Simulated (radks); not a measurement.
The numbers below are computed, except where a source is named.
Spherical quantum dot in the effective-mass picture: electrons in a parabolic well V = omega^2 r^2 / 2 with omega = 1.27, all in effective atomic units (hartree* = m*/eps^2 hartree, bohr* = eps/m* bohr), one dielectric constant everywhere. Level of theory: non-relativistic Kohn-Sham, PBEsol, spin-polarised, spherical densities (a radial shooting solver with Libxc functionals). Levels are named by radial order and angular momentum (1s, 1p, 1d, 2s, ...), and open shells are averaged over m. Results are scaled to m* = 0.393 and eps = 11.7, for which hartree* = 78.12 meV and bohr* = 1.575 nm.

N = 19, configuration 1s2 1p6 1d10 2s(up 1, down 0). This is the lowest configuration that the search found. Occupied and some empty levels:

level,occupation,eigenvalue (meV),<r> (nm)
1s up,1,910.36,2.229
1s down,1,913.02,2.273
1p up,3,960.53,2.825
1p down,3,961.48,2.828
1d up,5,1016.0,3.234
1d down,5,1016.9,3.230
2s up,1,1025.7,2.811
2s down,0,1030.3,2.822
1f up,0,1076.9,3.556
1f down,0,1077.9,3.552
2p up,0,1094.1,3.164
2p down,0,1096.3,3.184
1g up,0,1142.5,3.830
1g down,0,1143.7,3.828

Energy (meV): total 12323.4, kinetic 1698.7, external 4690.1, Hartree 6686.0, exchange-correlation -751.35.
